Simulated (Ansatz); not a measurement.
Computed with Ansatz.

`C[S][Sn][NH2]`. The species carries charge 0 and has multiplicity 1. Sn takes the def2 core potential. The structure was optimised at the PBE0-D4/def2-TZVP level. It is one conformer, not always the lowest.

```xyz
9

C    -0.011    0.940    1.072
S    -1.646    0.934    0.292
Sn   -1.534   -0.693   -1.518
N     0.387   -1.237   -1.235
H    -0.042    1.665    1.885
H     0.231   -0.038    1.489
H     0.763    1.244    0.366
H     1.020   -0.884   -0.535
H     0.832   -1.930   -1.816
```

Problem. What is the dipole moment at B3LYP/def2-TZVPP? (Best estimate.)

Solution. The calculation gave: 2.20 D, with components (1.80, -1.17, -0.49) D in this frame, pointing from negative to positive charge.

Problem. And with PBE, r2SCAN, ωB97M-V? (Best estimate.)

Solution. The calculation gave: PBE 2.26 D, r2SCAN 2.34 D, ωB97M-V 2.24 D.

Problem. Give the Mulliken charges with B3LYP, ωB97M-V, r2SCAN in def2-TZVPP. (Best estimate.)

Solution. The calculation gave: 
| atom | B3LYP | ωB97M-V | r2SCAN |
| --- | --- | --- | --- |
| C1 | -0.28 | -0.38 | -0.14 |
| S2 | -0.37 | -0.31 | -0.38 |
| Sn3 | 0.58 | 0.56 | 0.57 |
| N4 | -0.56 | -0.54 | -0.60 |
| H5 | 0.13 | 0.14 | 0.09 |
| H6 | 0.11 | 0.14 | 0.08 |
| H7 | 0.11 | 0.14 | 0.08 |
| H8 | 0.14 | 0.13 | 0.16 |
| H9 | 0.14 | 0.12 | 0.16 |

B3LYP here is the variant with VWN-RPA as its local correlation; programs differ in this.
